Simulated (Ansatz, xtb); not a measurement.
# Two isomers of C5H6SSe

Structure I: `C[Se]c1cccs1`, a singlet. Structure II: `Cc1ccc([SeH])s1`, a singlet. Both are isolated molecules in the gas phase, relaxed with PBE0-D3(BJ)/def2-SVP; the shapes shown needn't be the lowest conformers.

I (Å):

```xyz
13

C    -1.7508   -1.9739    1.7283
C     0.5088   -2.3563   -0.0500
C     1.5666   -2.8329   -0.7897
C     2.2964   -1.7937   -1.4316
C     1.7909   -0.5487   -1.1730
S     0.4131   -0.6324   -0.1445
Se   -0.7152   -3.4057    0.9343
H    -2.2502   -1.3790    0.9515
H    -2.5088   -2.4581    2.3584
H    -1.1126   -1.3330    2.3515
H     1.8134   -3.8927   -0.8688
H     3.1703   -1.9659   -2.0618
H     2.1502    0.4175   -1.5240
```

II (Å):

| atom | x (Å) | y (Å) | z (Å) |
| --- | --- | --- | --- |
| C | -0.7374 | -2.2512 | 2.0010 |
| C | 0.0642 | -2.0258 | 0.7637 |
| C | 0.4819 | -2.9536 | -0.1605 |
| C | 1.2224 | -2.3897 | -1.2348 |
| C | 1.3627 | -1.0285 | -1.1241 |
| S | 0.5982 | -0.4447 | 0.3142 |
| Se | 2.3385 | 0.1247 | -2.2633 |
| H | -0.1986 | -1.9220 | 2.9036 |
| H | -0.9593 | -3.3219 | 2.1111 |
| H | -1.6954 | -1.7079 | 1.9722 |
| H | 0.2559 | -4.0176 | -0.0680 |
| H | 1.6385 | -2.9585 | -2.0672 |
| H | 1.1697 | 0.6415 | -3.0004 |

Task: Which of the two would you expect CCSD(T)/def2-SVP + ΔMP2/def2-TZVPP electronic energies to favour?

Result: Structure II; the calculation gives E(II) − E(I) = −3.0 kcal/mol.

The same difference at several levels:

| level | geometry | E(II) − E(I) (kcal/mol) | departure from the last row (kcal/mol) | job, with rough time for the two |
| --- | --- | --- | --- | --- |
| GFN2-xTB | GFN2-xTB | −4.7 | −1.7 | optimisation, 0.28 s |
| HF/STO-3G | GFN2-xTB | +0.1 | +3.1 | single point, 0.32 s |
| r2SCAN-D4/def2-SVP | GFN2-xTB | −3.2 | −0.2 | single point, 1.5 s |
| PBE0-D3(BJ)/def2-SVP | PBE0-D3(BJ)/def2-SVP | −5.6 | −2.6 | optimisation, 31 s |
| HF/def2-SVP | PBE0-D3(BJ)/def2-SVP | −7.7 | −4.7 | part of the CCSD(T) run |
| MP2/def2-SVP | PBE0-D3(BJ)/def2-SVP | −7.4 | −4.4 | part of the CCSD(T) run |
| CCSD(T)/def2-SVP | PBE0-D3(BJ)/def2-SVP | −7.8 | −4.8 | single point |
| CCSD(T)/def2-SVP + ΔMP2/def2-TZVPP | PBE0-D3(BJ)/def2-SVP | −3.0 |  | single point, 31 s |

As drawn, II has 1 C–C, 1 Se–H in place of 1 C–Se, 1 C–H.

HF/STO-3G finds them nearly level. The largest departure from CCSD(T)/def2-SVP + ΔMP2/def2-TZVPP is that of CCSD(T)/def2-SVP, 4.8 kcal/mol. The last row adds to CCSD(T) the change of the MP2 difference between the two basis sets, here +4.8 kcal/mol, a large step that makes the value less sure.

With thermal terms from frequencies at re-optimised GFN2-xTB minima (ideal gas, soft modes damped towards free rotors, one conformer each, 298.15 K, 1 atm): on the last row, ΔE + ΔZPE = −4.5, ΔH = −4.3, ΔG = −5.0 kcal/mol.

The correlated steps freeze 19 core orbitals; the filled d shell of Se is correlated, in a basis made for valence electrons. Programs: Ansatz 0.2.0, xtb 6.7.1; the last row on 4 threads of AMD EPYC 9R45 96-Core Processor (Zen 5) on a shared host.
